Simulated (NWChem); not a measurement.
System: SiH₃O₃Cl; SMILES O[Si](O)(O)Cl

Excerpt of the output:

```
             Northwest Computational Chemistry Package (NWChem) 7.3.0
             --------------------------------------------------------

 C3  symmetry detected

                             Geometry "geometry" -> ""
                             -------------------------

 Output coordinates in angstroms (scale by  1.889725989 to convert to a.u.)

  No.       Tag          Charge          X              Y              Z
 ---- ---------------- ---------- -------------- -------------- --------------
    1 O                    8.0000     1.44278406    -0.55389087     0.91085045
    2 Si                  14.0000     0.00000000     0.00000000     0.37093445
    3 O                    8.0000    -0.24170847     1.52643309     0.91085045
    4 O                    8.0000    -1.20107560    -0.97254222     0.91085045
    5 Cl                  17.0000     0.00000000    -0.00000000    -1.70043555
    6 H                    1.0000     1.72103888    -1.42638155     0.61797045
    7 H                    1.0000     0.37476322     2.20365416     0.61797045
    8 H                    1.0000    -2.09580210    -0.77727261     0.61797045

 Effective nuclear repulsion energy (a.u.)     318.2503138574

      Symmetry information
      --------------------

 Group name             C3
 Group number              5
 Group order               3
 No. of unique centers     4

                                 NWChem DFT Module
                                 -----------------

 Summary of "ao basis" -> "ao basis" (spherical)
 ------------------------------------------------------------------------------
       Tag                 Description            Shells   Functions and Types
 ---------------- ------------------------------  ------  ---------------------
 O                          def2-svp                 6       14   3s2p1d
 Si                         def2-svp                 8       18   4s3p1d
 Cl                         def2-svp                 8       18   4s3p1d
 H                          def2-svp                 3        5   2s1p

      Symmetry analysis of basis
      --------------------------

        a          35
        e+         29
        e-         29

  Rotation of axis

            General Information
            -------------------
          SCF calculation type: DFT
          Wavefunction type:  closed shell.
          No. of atoms     :     8
          No. of electrons :    58
           Alpha electrons :    29
            Beta electrons :    29
          Charge           :     0
          Spin multiplicity:     1
          Use of symmetry is: on ; symmetry adaption is: on
          Maximum number of iterations: 150
          AO basis - number of functions:    93
                     number of shells:    43
          Convergence on energy requested:  1.00D-06
          Convergence on density requested:  1.00D-05
          Convergence on gradient requested:  5.00D-04

              XC Information
              --------------
                  TPSS metaGGA Exchange Functional  1.000
             TPSS03 metaGGA Correlation Functional  1.000

             Grid Information
             ----------------
          Grid used for XC integration:  medium
          Radial quadrature: Mura-Knowles
          Angular quadrature: Lebedev.
          Tag              B.-S. Rad. Rad. Pts. Rad. Cut. Ang. Pts.
          ---              ---------- --------- --------- ---------
          O                   0.60       49          10.0       434
          Si                  1.10       88           8.0       590
          Cl                  1.00       88           9.0       590
          H                   0.35       45          11.0       434
          Grid pruning is: on
          Number of quadrature shells:   270
          Spatial weights used:  Erf1

      Superposition of Atomic Density Guess
      -------------------------------------

 Sum of atomic energies:        -973.63336217

      Non-variational initial energy
      ------------------------------

 Total energy =    -975.137776
 1-e energy   =   -1979.685001
 2-e energy   =     686.296911
 HOMO         =      -0.441508
 LUMO         =       0.040770

      Symmetry analysis of molecular orbitals - initial
      -------------------------------------------------

  Numbering of irreducible representations:

     1 a           2 e+          3 e-

  Orbital symmetries:

     1 a           2 a           3 a           4 e+          5 e+
     6 a           7 a           8 e+          9 e+         10 a
    11 e+         12 e+         13 a          14 a          15 e+
    16 e+         17 a          18 a          19 e+         20 e+
    21 a          22 e+         23 e+         24 a          25 e+
    26 e+         27 a          28 e+         29 e+         30 a
    31 e+         32 e+         33 a          34 e+         35 e+
    36 a          37 a          38 a          39 e+

     ---------------------------------------------
      Total Density - Mulliken Population Analysis
     ---------------------------------------------

    Atom       Charge   Shell Charges
 -----------   ------   -------------------------------------------------------
    1 O    8     8.74   1.99  1.10  0.63  3.09  1.93  0.00
    2 Si  14    12.40   2.00  1.99  0.75  0.01  5.93  0.83  0.47  0.43
    3 O    8     8.74   1.99  1.10  0.63  3.09  1.93  0.00
    4 O    8     8.74   1.99  1.10  0.63  3.09  1.93  0.00
    5 Cl  17    17.42   2.00  1.99  1.22  0.72  5.94  2.15  3.38  0.01
    6 H    1     0.65   0.52  0.07  0.06
    7 H    1     0.65   0.52  0.07  0.06
    8 H    1     0.65   0.52  0.07  0.06

   convergence    iter        energy       DeltaE   RMS-Dens  Diis-err
 ---------------- ----- ----------------- --------- --------- ---------
 d= 0,ls=0.0,diis     1   -976.8819865029 -1.30D+03  1.79D-02  1.13D+00
 d= 0,ls=0.0,diis     2   -976.7264320563  1.56D-01  1.11D-02  2.85D+00
 d= 0,ls=0.0,diis     3   -977.0031113129 -2.77D-01  1.92D-03  4.21D-02
 d= 0,ls=0.0,diis     4   -977.0064346632 -3.32D-03  9.25D-04  6.86D-03
 d= 0,ls=0.0,diis     5   -977.0073330416 -8.98D-04  1.91D-04  3.99D-04
  Resetting Diis
 d= 0,ls=0.0,diis     6   -977.0073875033 -5.45D-05  1.68D-05  2.74D-06
 d= 0,ls=0.0,diis     7   -977.0073877726 -2.69D-07  8.66D-06  2.26D-07

         Total DFT energy =     -977.007387772561
      One electron energy =    -1983.514700448854
           Coulomb energy =      764.570046071177
    Exchange-Corr. energy =      -76.313047252256
 Nuclear repulsion energy =      318.250313857372

 Numeric. integr. density =       57.999999199874

                  Occupations of the irreducible representations
                  ----------------------------------------------

                     irrep           alpha         beta
                     --------     --------     --------
                     a                13.0         13.0
                     e+               16.0         16.0
                     e-                0.0          0.0

                       DFT Final Molecular Orbital Analysis
                       ------------------------------------

 Vector   27  Occ=2.000000D+00  E=-2.914655D-01  Symmetry=a
              MO Center=  5.8D-14, -1.9D-14,  5.5D-01, r^2= 3.5D+00
   Bfn.  Coefficient  Atom+Function         Bfn.  Coefficient  Atom+Function
  ----- ------------  ---------------      ----- ------------  ---------------
    73      0.262316  5 Cl pz                 6      0.256144  1 O  pz
    38      0.256144  3 O  pz                52      0.256144  4 O  pz
    36      0.214521  3 O  px                51      0.191623  4 O  py
    70      0.184549  5 Cl pz                 5     -0.179938  1 O  py
     9      0.175268  1 O  pz                41      0.175268  3 O  pz

 Vector   28  Occ=2.000000D+00  E=-2.716208D-01  Symmetry=e+
              MO Center= -2.8D-02,  3.3D-01, -5.2D-01, r^2= 3.6D+00
   Bfn.  Coefficient  Atom+Function         Bfn.  Coefficient  Atom+Function
  ----- ------------  ---------------      ----- ------------  ---------------
    72      0.468297  5 Cl py                69      0.343816  5 Cl py
    38      0.337386  3 O  pz                41      0.249616  3 O  pz
    66      0.200666  5 Cl py                 6     -0.183500  1 O  pz
    71     -0.168291  5 Cl px                52     -0.153886  4 O  pz
     9     -0.134217  1 O  pz                68     -0.119981  5 Cl px

 Vector   29  Occ=2.000000D+00  E=-2.716208D-01  Symmetry=e+
              MO Center=  2.8D-02, -3.3D-01, -5.2D-01, r^2= 3.6D+00
   Bfn.  Coefficient  Atom+Function         Bfn.  Coefficient  Atom+Function
  ----- ------------  ---------------      ----- ------------  ---------------
    71      0.468297  5 Cl px                68      0.343816  5 Cl px
    52     -0.300734  4 O  pz                 6      0.283636  1 O  pz
    55     -0.221606  4 O  pz                 9      0.210742  1 O  pz
    65      0.200666  5 Cl px                72      0.168291  5 Cl py
    69      0.119981  5 Cl py                 5     -0.085028  1 O  py

 Vector   30  Occ=0.000000D+00  E= 5.945303D-03  Symmetry=a
              MO Center= -9.3D-15,  1.5D-14,  4.2D-01, r^2= 6.0D+00
   Bfn.  Coefficient  Atom+Function         Bfn.  Coefficient  Atom+Function
  ----- ------------  ---------------      ----- ------------  ---------------
    18      0.667684  2 Si s                  3     -0.506516  1 O  s
    35     -0.506516  3 O  s                 49     -0.506516  4 O  s
    80      0.497079  6 H  s                 85      0.497079  7 H  s
    90      0.497079  8 H  s                 73     -0.282866  5 Cl pz
    17      0.232059  2 Si s                 16      0.190631  2 Si s

 Vector   31  Occ=0.000000D+00  E= 4.945227D-02  Symmetry=e+
              MO Center= -5.3D-01, -7.4D-01,  4.5D-01, r^2= 6.2D+00
   Bfn.  Coefficient  Atom+Function         Bfn.  Coefficient  Atom+Function
  ----- ------------  ---------------      ----- ------------  ---------------
    90      0.895173  8 H  s                 80     -0.728204  6 H  s
    49     -0.635790  4 O  s                  3      0.520754  1 O  s
    25     -0.259551  2 Si px                53      0.244612  4 O  px
    26     -0.173504  2 Si py                50      0.173347  4 O  px
    85     -0.166968  7 H  s                 79     -0.159333  6 H  s

 Vector   32  Occ=0.000000D+00  E= 4.945227D-02  Symmetry=e+
              MO Center=  5.3D-01,  7.4D-01,  4.5D-01, r^2= 6.2D+00
   Bfn.  Coefficient  Atom+Function         Bfn.  Coefficient  Atom+Function
  ----- ------------  ---------------      ----- ------------  ---------------
    85      0.937257  7 H  s                 35     -0.667731  3 O  s
    80     -0.613227  6 H  s                  3      0.433489  1 O  s
    90     -0.324030  8 H  s                 26      0.259551  2 Si py
    49      0.234242  4 O  s                  8     -0.209428  1 O  py
    40     -0.187693  3 O  py                 5     -0.176914  1 O  py

     ---------------------------------------------
      Total Density - Mulliken Population Analysis
     ---------------------------------------------

    Atom       Charge   Shell Charges
 -----------   ------   -------------------------------------------------------
    1 O    8     8.36   1.99  1.08  0.63  2.90  1.76  0.01
    2 Si  14    13.21   2.00  1.98  0.89 -0.07  5.93  1.17  0.66  0.65
    3 O    8     8.36   1.99  1.08  0.63  2.90  1.76  0.01
    4 O    8     8.36   1.99  1.08  0.63  2.90  1.76  0.01
    5 Cl  17    17.31   2.00  1.98  1.25  0.72  5.93  2.16  3.26  0.02
    6 H    1     0.80   0.68  0.05  0.07
    7 H    1     0.80   0.68  0.05  0.07
    8 H    1     0.80   0.68  0.05  0.07

     -------------------------------------------
      Total Density - Lowdin Population Analysis
     -------------------------------------------

    Atom       Charge   Shell Charges
 -----------   ------   -------------------------------------------------------
    1 O    8     8.19   1.97  0.88  0.59  2.72  2.01  0.01
    2 Si  14    13.63   2.00  1.92  0.57  0.24  5.81  1.20  0.91  0.98
    3 O    8     8.19   1.97  0.88  0.59  2.72  2.01  0.01
    4 O    8     8.19   1.97  0.88  0.59  2.72  2.01  0.01
    5 Cl  17    17.10   2.00  1.96  1.05  0.80  5.82  2.27  3.18  0.02
    6 H    1     0.90   0.55  0.17  0.18
    7 H    1     0.90   0.55  0.17  0.18
    8 H    1     0.90   0.55  0.17  0.18

     Multipole analysis of the density
     ---------------------------------

     L   x y z        total         alpha         beta         nuclear
     -   - - -        -----         -----         ----         -------
     0   0 0 0     -0.000000    -29.000000    -29.000000     58.000000

     1   1 0 0      0.000000      0.000000      0.000000     -0.000000
     1   0 1 0     -0.000000     -0.000000     -0.000000      0.000000
     1   0 0 1     -0.159895     -0.079948     -0.079948      0.000000

     2   2 0 0    -27.224812    -78.169857    -78.169857    129.114902
     2   1 1 0      0.000000      0.000000      0.000000      0.000000
     2   1 0 1     -0.000000     -0.000000     -0.000000      0.000000
     2   0 2 0    -27.224812    -78.169857    -78.169857    129.114902
     2   0 1 1     -0.000000     -0.000000     -0.000000      0.000000
     2   0 0 2    -35.277331   -146.444632   -146.444632    257.611932
```

Level: TPSS/def2-SVP. Geometry: optimised at PBE0/def2-SVP.

Question: Reconstruct the input file.

Answer: Several could match; the one computed here: the input that was run:
```
start job
memory heap 200 mb stack 700 mb global 900 mb
geometry units angstroms noautoz
  O     -0.036764     1.545014    -0.975939
  Si     0.000000     0.000000    -0.436023
  O      1.356404    -0.740669    -0.975939
  O     -1.319640    -0.804345    -0.975939
  Cl     0.000000     0.000000     1.635347
  H     -0.764982     2.100319    -0.683059
  H      2.201421    -0.387666    -0.683059
  H     -1.436439    -1.712654    -0.683059
end
basis spherical
  * library def2-svp
end
dft
  xc xtpss03 ctpss03
  iterations 150
  mulliken
end
task dft energy
```
